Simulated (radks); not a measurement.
Zr XVI, configuration [Ar] 3d7. Calculated with a radial shooting solver on a logarithmic mesh with Libxc functionals: Dirac Kohn-Sham, PBE, spin-unpolarised, spherical densities, point nucleus; open shells fill j = l - 1/2 first.

Unscreened Slater integrals over Kohn-Sham orbitals (cm^-1). Large and small components are both included.

| integral | value |
|---|---|
| F0(3d5/2,3d5/2) | 481080 |
| F2(3d5/2,3d5/2) | 240800 |
| F4(3d5/2,3d5/2) | 153880 |
| F0(3d5/2,3d3/2) | 482670 |
| F2(3d5/2,3d3/2) | 241380 |
| G2(3d5/2,3d3/2) | 240510 |
| G4(3d5/2,3d3/2) | 153670 |
| F0(3d5/2,3p3/2) | 459450 |
| F2(3d5/2,3p3/2) | 222990 |
| G1(3d5/2,3p3/2) | 255560 |
| G3(3d5/2,3p3/2) | 164550 |
| F0(3d5/2,3p1/2) | 464680 |
| G3(3d5/2,3p1/2) | 167960 |
| F0(3d3/2,3d3/2) | 484290 |
| F2(3d3/2,3d3/2) | 241980 |
| F0(3d3/2,3p3/2) | 460780 |
| F2(3d3/2,3p3/2) | 223040 |
| G1(3d3/2,3p3/2) | 254820 |
| G3(3d3/2,3p3/2) | 164080 |
| F0(3d3/2,3p1/2) | 466050 |
| G1(3d3/2,3p1/2) | 262120 |
| F0(3p3/2,3p3/2) | 446740 |
| F2(3p3/2,3p3/2) | 225570 |
| F0(3p3/2,3p1/2) | 451260 |
| G2(3p3/2,3p1/2) | 227000 |
| F0(3p1/2,3p1/2) | 455960 |
